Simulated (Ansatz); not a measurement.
Reaction (substitution at a C–I bond): `FC(F)(F)CI` + `[OH][Hf]([F])([F])[F]` → `FC(F)(F)C[O][Hf]([F])([F])[F]` + HI

Isolated molecules relaxed with PBE0-D4/def2-TZVP in Ansatz; ΔE leaves out vibrations. CBS: MP2 limit from def2 TZ/QZ plus the TZ coupled-cluster correction, frozen cores. DFT in def2-TZVPP. def2 core potentials past Kr. For Hf, I outer-core shells are correlated without core-valence functions, which leaves a few kJ/mol of doubt a bond. One conformer a species, not always the lowest.

Question: Is it downhill or uphill in electronic energy at CCSD(T)/CBS, and by how much? (Estimate.)

Answer: Computed: Uphill: ΔE = +0.37 eV.

Question: What do these levels give: revPBE-D4, r2SCAN-D4, B2PLYP, BLYP, LC-ωPBE, RPA@PBE/def2-TZVPP, MP2/def2-SVP, MP2/def2-TZVPP, CCSD/def2-TZVPP, HF/def2-QZVPP, HF/CBS(def2), CCSD/CBS(def2)? (Best estimate.)

Answer: The calculation gave: revPBE-D4 0.30, r2SCAN-D4 0.27, B2PLYP 0.27, BLYP 0.25, LC-ωPBE 0.25, RPA@PBE/def2-TZVPP 0.21, MP2/def2-SVP 0.07, MP2/def2-TZVPP 0.37, CCSD/def2-TZVPP 0.23, HF/def2-QZVPP 0.12, HF/CBS(def2) 0.12, CCSD/CBS(def2) 0.35 eV.

Largest T1 diagnostic among the species: 0.016.

From BLYP to BHLYP (50 % exact exchange), in def2-TZVPP and without D4, ΔE moves by −0.05 eV. Leaving LDA and LC-ωPBE aside and taking each functional with its dispersion term where it has one, the values, not all of them listed here, spread over 0.10 eV, from CAM-B3LYP-D4 to revPBE-D4. LDA lies −0.07 eV from PBE without D4. At CCSD(T), def2-SVP lies −0.41 eV from the extrapolated value and def2-TZVPP −0.11 eV.
